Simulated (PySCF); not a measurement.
Harmonic spectrum computed at PBE0 in the def2-TZVP basis family (core potentials from Rb on, PySCF, no spin–orbit coupling):

| ω (cm⁻¹) | IR (km/mol) |
| --- | --- |
| 125 | 9.3 |
| 138 | 29.0 |
| 454 | 720 |
| 586 | 0.0 |

Task: Which molecule gave it? In each, all ligands are bound to the one heavy central atom.
A. InN₂ (quartet)
B. GeN₂ (triplet)
C. AsN₂ (quartet)
D. GaN₂ (quartet)
E. PN₂ (doublet)

Result: A. It has D∞h symmetry with In–N 1.986 Å (×2).
